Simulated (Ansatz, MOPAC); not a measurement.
Process, species as SMILES: [SiH2]=[CH] (CH3Si) → C=[SiH] (CH3Si)

Wanted: isomerisation energy (enthalpy at 298 K), in kcal/mol. Conventions: non-relativistic; no spin-orbit coupling; dispersion terms only where a functional's name holds one; 6-31G* and kin with 6d, 5d where marked; open shells spin-unrestricted. First-principles rows: single points at B3LYP-D3(BJ) geometries (Ansatz, a first-principles code), with unscaled harmonic terms from B3LYP/6-31G* (Ansatz) at its own minima. Semi-empirical rows: MOPAC heats of formation at their own minima for 298 K.

| species | coefficient | E at PBE/6-31G* (Ansatz), Eh | E at B3LYP/def2-TZVPD (Ansatz), Eh | H(298 K) - E, kcal/mol | heat of formation at PM6 (MOPAC), kcal/mol |
|---|---|---|---|---|---|
| [CH]=[SiH2] (CH3Si) | -1 | -329.02817 | -329.30857 | 20.00 | 94.16 |
| C=[SiH] (CH3Si) | +1 | -329.06307 | -329.33867 | 21.87 | 90.80 |

 1 Eh = 627.5095 kcal/mol.

### Question
Work the quantity out at each level.

### Answer

- PBE/6-31G*: the sum of coefficient times E is -0.03490 Eh, or -21.90 kcal/mol; the thermal terms add 1.87. Result: -20.0 kcal/mol.
- B3LYP/def2-TZVPD: the sum of coefficient times E is -0.03010 Eh, or -18.89 kcal/mol; the thermal terms add 1.87. Result: -17.0 kcal/mol.
- PM6: the sum of coefficient times heat of formation is -3.36 kcal/mol; it needs no thermal term.
